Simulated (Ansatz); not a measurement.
Relaxation of ClGeH$_{5}$O (8 atoms, charge 0, multiplicity 1), to a largest force component of 0.03 eV/Å in at most 50 steps.

Method: RHF/def2-SVP in Ansatz 0.2.0.

```xyz
8
Properties=species:S:1:pos:R:3
Ge -0.148 0.125 0.000
O -0.147 0.049 1.774
H -0.965 0.235 2.209
H 1.304 0.288 -0.423
H -0.973 1.358 -0.405
H -0.798 -1.130 -0.580
Cl 1.673 -2.546 1.148
H 1.155 -1.711 2.034
```

**Question.** Where does it end, and by what steps?

**Answer.** It converged. The force dipped under the threshold on the way, but the program's further checks kept it going. After 23 steps the energy has fallen by 0.152 eV; Cl7 moved furthest, 1.46 Å.

```tsv
step	energy less start (eV)	largest force component (eV/Å)	accepted
0	0.0000	1.074	yes
1	-0.0584	0.859	yes
2	-0.0432	1.458	no
3	-0.0873	0.588	yes
4	-0.1026	0.634	yes
5	-0.1261	0.125	yes
6	-0.1372	0.128	yes
7	-0.1411	0.076	yes
8	-0.1429	0.057	yes
9	-0.1409	0.417	no
10	-0.1447	0.085	yes
11	-0.1451	0.173	yes
12	-0.1459	0.097	yes
13	-0.1470	0.010	yes
14	-0.1478	0.086	yes
15	-0.1486	0.047	yes
16	-0.1492	0.036	yes
17	-0.1497	0.096	yes
18	-0.1502	0.058	yes
19	-0.1508	0.025	yes
20	-0.1511	0.046	yes
21	-0.1513	0.032	yes
22	-0.1515	0.019	yes
23	-0.1515	0.018	yes
```

```xyz
8
Properties=species:S:1:pos:R:3
Ge -0.313 0.287 -0.211
O -0.183 -0.559 1.353
H -0.925 -0.509 1.938
H 1.025 0.037 -0.898
H -0.552 1.778 0.048
H -1.482 -0.308 -1.004
Cl 2.246 -2.395 2.483
H 1.284 -1.663 2.049
```

Run time: 45 s on 1 thread of Arm Neoverse V1, with other jobs on the host, peak memory 0.17 GiB.
